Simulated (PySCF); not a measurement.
## Structure revision by computed shifts

A compound C5H7FO2Si gives the data below (simulated from a calculation) and was assigned the structure `COC1=C[Si@@H](O)C=C1F`.

$^{13}$C{$^{1}$H} NMR (computed): δ 185.3 (C), 161.5 (C), 131.9 (CH), 98.6 (CH2), 72.1 (CH).

$^{1}$H NMR (600 MHz, computed): δ 6.85 (m, 1H), 5.51 (m, 1H), 5.09 (m, 1H), 4.82 (m, 1H), 4.77 (m, 1H), 4.65 (m, 1H), 0.95 (br s, 1H).

PySCF 2.14 calculation with structure optimised with GFN2-xTB and NMR shieldings at PBE0/pcSseg-1/GIAO; relativity neglected, one conformer, isolated molecule.

Chemical shifts δ = σref − σ; $^{1}$H and $^{13}$C vs TMS, all at this level.

Task: Compare with the shifts computed for the proposed structure, pairing carbons in order of shift.

Result: Atoms are numbered as in `[CH3:1][O:2][C:3]1=[CH:4][Si@@H:5]([OH:6])[CH:7]=[C:8]1[F:9]` (H(Xn): hydrogen on atom n).

```csv
atom,computed for proposal,given list,difference
C8,177.2,185.3,-8.1
C3,173.3,161.5,+11.8
C7,103.8,131.9,-28.1
C4,91.0,98.6,-7.6
C1,56.8,72.1,-15.3
```

The rms difference is 16.1 ppm and the largest -28.1 ppm at C7 (alkene CH). The carbon types in order of shift don't match either: C, C, CH, CH, CH3 for the proposal against C, C, CH, CH2, CH in the data. The proposal doesn't fit.

Task: Which isomer fits?

Result: `C=C1O[SiH2]C(F)=C[C@@H]1O`.

Carbon types of the structure: 2 × C, 2 × CH, 1 × CH2, leaving 3 H on heteroatoms. δC 161.5: alkene carbon bearing oxygen; an sp2 carbon further deshielded by the attached heteroatom. δC 131.9: alkene CH; as expected for a trigonal carbon in a double bond. δC 98.6: β carbon of an enol-ether or enamine type C=C; the O or N lone pair pushes π density onto this β carbon and shields it. δC 72.1: allylic sp3 CH bonded to O; deshielded by the electronegative neighbour.

The shifts were computed for this structure.

OH and NH positions are those of a molecule without intermolecular hydrogen bonds; in solution they move with solvent, concentration and temperature, and exchange usually removes their couplings. Splittings by $^{19}$F in the carbon and heteronuclear signals aren't shown, as no couplings were computed. Shifts are as computed. Against solution values, carbons near 30 ppm lie about +3 ppm off and those near 130 ppm about +5 ppm. Of 1211 compounds with measured shifts, 218 miss one by over three times the rms of a fit or turn the order of signals round; such compounds aren't used in these exercises. Multiplicities follow the n + 1 count of equivalent neighbours, as no J values were calculated; m marks all less simple cases, F and P coupling included.
